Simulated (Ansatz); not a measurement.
Cost and result for the atomization energy of CH₄AlGa, SMILES `[CH2]1[AlH][GaH]1` (7 atoms, 7 bonds).

Total charge 0; spin multiplicity 1. Correlated methods include outer-core shells of Ga, which these sets cover unevenly. Scalar relativity is left out up to krypton. The geometry is a stationary point of PBE0-D4/def2-TZVP. Program: Ansatz. All runs use 2 threads of an Arm Neoverse V1 on a shared host. Times are those of one run each, without the atoms' runs, and a repeat can differ threefold. Electronic energies, without spin–orbit coupling; frozen cores. CCSD(T)/CBS adds CCSD(T) − MP2 in def2-TZVPP to the MP2 limit, and its time is that of the two runs behind it. T1 = 0.015. With those shells the extrapolation isn't a true limit. HSE06 is the plane-wave form, built on full-range PBE exchange.

CCSD(T)/CBS is a level of theory with its own doubt, some kJ/mol a heavy atom from the limit and from the frozen cores, so smaller differences don't rank the functionals.

```json
{"level": "BLYP-D4/def2-TZVPP", "functions": "177", "wall time": "2.2 s"}
{"level": "revPBE-D4/def2-TZVPP", "functions": "177", "wall time": "2.3 s"}
{"level": "CCSD(T)/def2-SVP", "functions": "84", "wall time": "2.7 s"}
{"level": "PBE0-D4/def2-TZVPP", "functions": "177", "wall time": "3 s"}
{"level": "HSE06-D4/def2-TZVPP", "functions": "177", "wall time": "3.5 s"}
{"level": "CAM-B3LYP-D4/def2-TZVPP", "functions": "177", "wall time": "3.8 s"}
{"level": "r2SCANh-D4/def2-TZVPP", "functions": "177", "wall time": "6 s"}
{"level": "B97M-V/def2-TZVPP", "functions": "177", "wall time": "9 s"}
{"level": "ωB97X-V/def2-TZVPP", "functions": "177", "wall time": "9 s"}
{"level": "ωB97M-V/def2-TZVPP (with forces)", "functions": "177", "wall time": "14 s"}
{"level": "MP2/def2-QZVPP", "functions": "336", "wall time": "19 s"}
{"level": "CCSD(T)/def2-TZVPP", "functions": "177", "wall time": "43 s"}
{"level": "CCSD(T)/CBS(def2)", "functions": "–", "wall time": "62 s"}
```

Q: What atomization energy does each give, and how far from CCSD(T)/CBS? (Estimate.)

A: Ansatz gave: 
```
                           level  atomization (kJ/mol)  difference from CCSD(T)/CBS  per bond
              BLYP-D4/def2-TZVPP                1855.2                        -42.9      -6.1
            revPBE-D4/def2-TZVPP                1861.0                        -37.1      -5.3
                CCSD(T)/def2-SVP                1782.0                       -116.1     -16.6
              PBE0-D4/def2-TZVPP                1884.9                        -13.2      -1.9
             HSE06-D4/def2-TZVPP                1886.2                        -11.9      -1.7
         CAM-B3LYP-D4/def2-TZVPP                1877.1                        -21.0      -3.0
           r2SCANh-D4/def2-TZVPP                1901.0                          2.9       0.4
               B97M-V/def2-TZVPP                1928.6                         30.5       4.4
              ωB97X-V/def2-TZVPP                1894.5                         -3.6      -0.5
ωB97M-V/def2-TZVPP (with forces)                1884.8                        -13.3      -1.9
                  MP2/def2-QZVPP                1892.0                         -6.1      -0.9
              CCSD(T)/def2-TZVPP                1856.8                        -41.3      -5.9
               CCSD(T)/CBS(def2)                1898.1                          0.0       0.0
```

From r2SCAN to r2SCAN0 (25 % exact exchange), in def2-TZVPP and without D4, the atomization energy moves by −28.6 kJ/mol: exact exchange takes away binding that semilocal exchange gives to molecules. The D4 term adds +21.1 kJ/mol with B3LYP and +10.8 kJ/mol with PBE0; it sums over pairs of atoms, weighted by their polarisabilities, and B3LYP, whose exchange is more repulsive, gets the larger term. In def2-TZVPP, CCSD(T) changes the Hartree–Fock value by +511.5 kJ/mol (the triples alone add +33.3 kJ/mol) and MP2 by +522.5 kJ/mol; breaking electron pairs costs correlation energy, which Hartree–Fock lacks.

B3LYP here is the variant with VWN-RPA as its local correlation; programs differ in this.
